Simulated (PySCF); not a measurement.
Two-component Hartree-Fock for Hf (hafnium, neutral)

Start: [Xe] 4f14 5d1 6s2 6p1; 5d5/2 filled at m_j = +5/2; 6p3/2 filled at m_j = +3/2. Calculated with PySCF 2.14 in x2c-SVPall-2c with one added diffuse shell each of s, d type (8s9p10d2f, 99 functions): generalised Hartree-Fock with the X2C-1e Hamiltonian and a Gaussian nucleus; one run each with spin-orbit coupling (SO) switched off, then screened by Boettger's factors. This is a chosen level, not necessarily the ground level.

```csv
spinor shell,electrons,"ε, spin-free (eV)","ε, screened SO (eV)",weight of nominal j (screened SO),"rms radius, screened SO (bohr)"
1s1/2,2,-65691.8,-65673.4,1.000,0.0215
2s1/2,2,-11375.3,-11369.4,1.000,0.0869
2p1/2,2,-9990.5,-10839.7,1.000,0.0740
2p3/2,4,-9990.5,-9641.6,1.000,0.0812
3s1/2,2,-2654.6,-2652.6,1.000,0.222
3p1/2,2,-2233.5,-2417.7,1.000,0.214
3p3/2,4,-2233.5,-2156.3,1.000,0.228
3d3/2,4,-1730.1,-1762.7,1.000,0.202
3d5/2,6,-1730.1,-1706.3,1.000,0.206
4s1/2,2,-568.49,-567.75,1.000,0.498
4p1/2,2,-427.73,-470.00,1.000,0.508
4p3/2,4,-427.73,-409.73,1.000,0.541
4d3/2,4,-242.30,-248.62,1.000,0.571
4d5/2,6,-242.30,-237.33,1.000,0.583
5s1/2,2,-83.954,-83.695,1.000,1.22
5p1/2,2,-47.049,-52.099,0.998,1.42
5p3/2,4,-47.049,-44.670,0.999,1.46
4f5/2,6,-34.968,-35.513,0.998,0.742
5d5/2,1,-9.841,-9.423,1.000,2.63
6s1/2,2,-9.016,-9.064,0.741,3.41
6p3/2,1,-4.624,-4.542,1.000,5.08
```

Problem. Where does 4f7/2 lie, and what is the 4f spin-orbit splitting (screened SO)?

Solution. At -33.853 eV, 1.661 eV above 4f5/2.

| quantity | spin-free | screened SO |
| --- | --- | --- |
| E (hartree) | -15066.18397 | -15081.92285 |
| M_J | 4 | 4 |
| ⟨J²⟩ | 23.251 | 22.450 |
| ⟨L²⟩ | 14.616 | 14.683 |
| ⟨S²⟩ | 2.635 | 3.007 |

The determinant has a definite M_J but mixes levels of different J.

Each row is a mean over spinors that exchange with the open shell spreads, by up to 2.807 eV (5p3/2).

Rows whose weight is well below 1 are mixtures of j = l ± 1/2: exchange outweighs spin-orbit coupling there, and the label is only the starting occupation.

Breit and QED terms are absent; they matter most for the inner s and p1/2 levels.

Densities and radii are taken from the X2C orbitals without a picture-change correction, which distorts them close to the nucleus.

Without spin-orbit coupling the j labels of p, d and f shells carry no meaning; the spin-free column gives the mean over the occupied spinors of each nl shell, and its ⟨J²⟩ belongs to a mixture of degenerate components.
